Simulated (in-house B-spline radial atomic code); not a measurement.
Values are calculated unless marked as measured or tabulated.
## O in an electron gas of r_s = 4: phase shifts, screening and friction

A nucleus sits in a uniform electron gas with a rigid positive background. The Kohn-Sham equations are solved self-consistently in the spin-unpolarised LDA (PW92), non-relativistic, on B-splines with outgoing waves at the boundary and partial waves to l = 8. The model has no lattice, no bands and no magnetic solution. Atomic units; δ_l are the phase shifts at the Fermi level, counted so that each bound state adds π, and good to about 0.0005.

The density parameter is r_s = 4 bohr.

```tsv
l	δ_l (rad)
0	5.2011
1	2.5107
2	-0.0371
3	0.0021
4	0.0006
5	0.0002
6	0.0000
7	0.0001
8	0.0001
```

Bound levels below the band bottom (hartree): s -18.27, s -0.4437.

Task: Check the Friedel sum rule, and say where the screening charge sits.

Result: k_F = (9π/4)^(1/3)/r_s = 0.47979. The rule is Z = (2/π) Σ (2l + 1) δ_l. The terms are s 3.311, p 4.795, d -0.118, f 0.009 and 0.007 beyond, in all 8.004 against Z = 8. Bound states hold 4 s, 0 p, 0 d electrons, so the scattering states carry 4.00 in all; where a term is smaller than its bound count, the bound level has drawn weight out of the band.

Task: Find the transport cross section and the electronic stopping of a 0.5 keV O ion (mass 16.0 u).

Result: σ_tr = (4π/k_F²) Σ (l + 1) sin²(δ_l − δ_(l+1)). The terms for l = 0 to 3 are 0.1901, 0.6261, 0.0046, 0.0000, all together 0.8208, so σ_tr = 54.589 × 0.8208 = 44.810 bohr². With n = 3/(4π r_s³) = 0.00373, the friction coefficient is Q = n k_F σ_tr = 0.0802. For v well below v_F = 0.480, dE/dx = Q v; with 24801 eV per u at v = 1, v = √(500/(24801 × 16.0)) = 0.0355, so dE/dx = 0.00285 hartree/bohr = 1.46 eV/nm. The largest term couples the p and d waves.
